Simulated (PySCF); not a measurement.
OsO₄, SMILES [O]=[Os](=[O])(=[O])=[O], multiplicity 1. The structure is a stationary point at PBE-D3(BJ)/def2-SVP. The spin state was assumed, not searched. The isomer is the one that the SMILES or the coordinates give; other isomers of the formula were not compared. The def2 effective core potentials stand for the cores of Os; spin–orbit coupling is left out.

Computed equilibrium geometry at PBE-D3(BJ)/def2-SVP (PySCF confirms it by a frequency run) as Cartesian coordinates in Å, and its point group:
point group Td.
```xyz
5

Os     0.0000     0.0000     0.0000
O     -0.9932     0.9932    -0.9932
O      0.9932     0.9932     0.9932
O      0.9932    -0.9932    -0.9932
O     -0.9932    -0.9932     0.9932
```
Charge 0, spin multiplicity 1.
